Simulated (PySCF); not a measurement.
Si(Cl)2(H)(SH) (Cl2H2SSi), SMILES S[SiH](Cl)Cl. Atoms are numbered in the order given.

```xyz
6

Si    -0.0664     0.0128     0.5133
S      1.8117    -0.8023    -0.0657
Cl    -0.3032     1.9439    -0.1733
Cl    -1.4795    -1.2124    -0.3367
H     -0.2693     0.0500     1.9791
H      2.5169     0.1722     0.5561
```

The structure is a stationary point at r2SCAN-D4/def2-SVP. The values are those of a single conformer.

These are PBE0/pcSseg-1 (PySCF) values and carry that method's errors.

GIAO shieldings, no solvent; atoms listed in one row are averaged. δ = σ(ref) − σ: ²⁹Si against TMS (σ = 352.7 ppm); ³³S against H2S (σ = 716.7 ppm); ³⁵Cl against HCl (σ = 945.9 ppm); ¹H against TMS (σ = 31.56 ppm), references at their B3LYP-D3(BJ)/def2-TZVP geometries, non-relativistic (without spin–orbit terms, shifts of atoms bonded to Cl or Br come out too high).

Computed chemical shifts:
```
nucleus  atoms  count  δ (ppm)
-------  -----  -----  -------
²⁹Si       Si1      1     31.7
³³S         S2      1     82.1
³⁵Cl       Cl3      1    149.5
³⁵Cl       Cl4      1     88.6
¹H          H5      1     6.63
¹H          H6      1     1.56
```
